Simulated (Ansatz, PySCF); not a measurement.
FeO4, SMILES [O]=[Fe]1(=[O])[O][O]1, multiplicity 1. Atoms are numbered in the order given.

```xyz
5

Fe     0.0000     0.0000     0.2216
O      0.6872     0.0001    -1.4015
O     -0.6872     0.0001    -1.4015
O      0.0000    -1.3404     0.9879
O      0.0000     1.3402     0.9881
```

Geometry optimised at TPSSh-D3(BJ)/def2-SVP. The multiplicity is an assumed one; other spin states were not compared.

Two levels are set side by side: PBE-D3(BJ)/def2-SVP (Ansatz, a program for electronic structure) and TPSSh-D3(BJ)/def2-SVP (PySCF). Each level has its own optimised geometry; the coordinates shown are those of the second. Frequencies come from the Hessian of PySCF at each geometry. Differences are taken from unrounded values.

| quantity | TPSSh-D3(BJ) |
|---|---|
| mean bond length (Å) | 1.598 |
| bond Fe1–O2 (Å) | 1.763 |
| bond Fe1–O3 (Å) | 1.763 |
| bond Fe1–O4 (Å) | 1.544 |
| bond Fe1–O5 (Å) | 1.544 |
| bond O2–O3 (Å) | 1.374 |
| highest harmonic wavenumber (cm⁻¹) | 1086 |
| mean harmonic wavenumber (cm⁻¹) | 616 |
| zero-point energy (kcal/mol) | 7.92 |

**Question.** What does PBE-D3(BJ) give, and how far is it from TPSSh-D3(BJ)? (The exact figures need the calculation; the answer reports its results.)

**Answer.** 
```tsv
quantity	PBE-D3(BJ)	PBE-D3(BJ) minus TPSSh-D3(BJ)
mean bond length (Å)	1.612	0.015
bond Fe1–O2 (Å)	1.786	0.023
bond Fe1–O3 (Å)	1.786	0.023
bond Fe1–O4 (Å)	1.559	0.015
bond Fe1–O5 (Å)	1.559	0.015
bond O2–O3 (Å)	1.371	-0.004
highest harmonic wavenumber (cm⁻¹)	1039	-46
mean harmonic wavenumber (cm⁻¹)	593	-22
zero-point energy (kcal/mol)	7.63	-0.29
```

GGA bonds tend to be longer and softer than those of functionals with exact exchange. Differences between two approximate levels are no errors against the true value.
